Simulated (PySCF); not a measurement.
C₄H₄O₃, SMILES C=C1OCOC1=O.

Geometry: TPSSh-D3(BJ)/def2-SVP. One conformer was computed; it need not be the lowest.

Two levels are set side by side: TDDFT-PBE/def2-SVPD (PySCF) and TDDFT-CAM-B3LYP/def2-SVPD (PySCF). Vertical, same geometry. The lowest singlet is HOMO−1→LUMO 100 % with PBE and HOMO−1→LUMO 94 % with the other functional; states are paired by order. Differences are taken from unrounded values.

| quantity | TDDFT-CAM-B3LYP | TDDFT-PBE | TDDFT-PBE minus TDDFT-CAM-B3LYP |
|---|---|---|---|
| lowest singlet excitation (eV) | 5.21 | 4.60 | -0.60 |
| lowest triplet excitation (TDA) (eV) | 3.31 | 3.13 | -0.18 |
| first bright state (f over 0.05) (eV) | 5.45 | 4.65 | -0.80 |
| its oscillator strength | 0.25 | 0.16 | -0.10 |

A lower first singlet is the usual sign of a functional without exact exchange. Differences between two approximate levels are no errors against the true value.

Rough cost on one machine, each run with all the roots and properties that it gave: TDDFT-CAM-B3LYP against TDDFT-PBE about 7 times.
